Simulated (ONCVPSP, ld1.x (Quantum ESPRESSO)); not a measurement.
**Hardness and transferability of assorted potentials**

Generated with ld1.x 7.5 (TM, RRKJ, ultrasoft, PAW), atompaw 4.2 or ONCVPSP 4.0.1. The cutoff is in Ry: for ld1.x and atompaw files where the sum of valence levels is converged to 10 mRy in a Bessel basis, for ONCV files where the hardest occupied wave has 1 mHa per electron of residual kinetic energy. The error is the largest all-electron minus pseudo excitation energy over each file’s own four to seven test configurations (ionisations up to +4, promotions, holes and added fractions of an electron), all of which were solved. The labels leave out finer settings (local radius, basis sizes, second energies), which also bear on the numbers. Spin-polarised tests are not counted. The rows are a selection from randomly drawn settings: files with unsolved tests, undetermined cutoffs or missed reference levels are left out.

A true bound ghost makes a file unfit for plane-wave use even where its test errors are small: the radial tests pick states by their node count and pass the ghost by.

```csv
element,potential,cutoff (Ry),largest error (meV),bound ghosts
F,"TM, LDA (PZ), scalar-relativistic, rc 0.75/1.25 (sp), local s, core correction yes, reference 2s1 2p6",100,+1946,none
Co,"ONCV, PBE, scalar-relativistic, rc 1.55/1.25/0.90 (spd), local smoothed, core correction yes, reference 3s2 3p6 3d7 4s2, qcut 9.8/9.8/17.8, projectors 3/2/2",230,-6.7,none
As,"ONCV, LDA (Perdew-Wang 92), non-relativistic, rc 1.20/0.90/0.70 (spd), local d, core correction yes, reference 3s2 3p6 3d10 4s2 4p3, qcut 8.3/15.2/18.3, projectors 2/2/0",305,-427,none
Br,"ONCV, LDA (Perdew-Zunger), scalar-relativistic, rc 1.90/1.62 (sp), local smoothed, core correction yes, reference 4s1.5 4p5.5, qcut 3.8/6.5, projectors 1/2",48,+55,none
Zr,"ONCV, LDA (Perdew-Zunger), fully relativistic, rc 1.95/1.60/2.20 (spd), local smoothed, core correction yes, reference 4s2 4p6 4d2 5s2, qcut 6/10.6/7, projectors 3/2/2",68,-3.3,none
Mo,"ONCV, PBE, scalar-relativistic, rc 2.30/2.50/2.30 (spd), local smoothed, core correction yes, reference 4d6, qcut 2.4/3/8.3, projectors 2/2/1",36,-149,none
Os,"ONCV, PBE, scalar-relativistic, rc 1.55/1.60/2.20 (spd), local smoothed, core correction yes, reference 5s2 5p6 5d6 6s2, qcut 9.1/10.7/6.1, projectors 2/1/1",64,-25,none
```

(1) Fill in the row for Si: ONCV, PBE, fully relativistic, rc 1.60/1.85/2.00 (spd), local smoothed, core correction yes, reference 3s2 3p2, qcut 4.2/4.7/4.4, projectors 1/2/2.

(2) Fill in the row for Cr: RRKJ, PBEsol, scalar-relativistic, rc 2.50/0.95/1.00 (spd), local smoothed, core correction yes, reference 3p6 3d5 4s0.5 4p0.

Answers

(1) cutoff 16 Ry, largest error +81 meV, bound ghosts: none.

(2) cutoff 160 Ry, largest error -34 meV, bound ghosts: s.
